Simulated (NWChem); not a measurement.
# SrCl2; SMILES [Cl][Sr][Cl]

Results from NWChem. Structure relaxed at the PBE0/def2-SVP level. def2 effective core potentials on Sr; no spin-orbit coupling. Level M06-2X/def2-SVP: energy and gradient on several grids; changes count from the extra-fine grid, which is no exact limit either.

Question: Which is the coarsest grid (xcoarse; coarse; fine; medium; xfine) from which on the energy stays within 500 μHa and each gradient component within 500 μHa/bohr of xfine?

Answer: coarse.
```csv
grid,size of the energy change (μHa),largest change of a gradient component (μHa/bohr)
xcoarse,8000,500
coarse,20,40
medium,< 10,40
fine,< 10,< 30
xfine,< 10,< 30
```
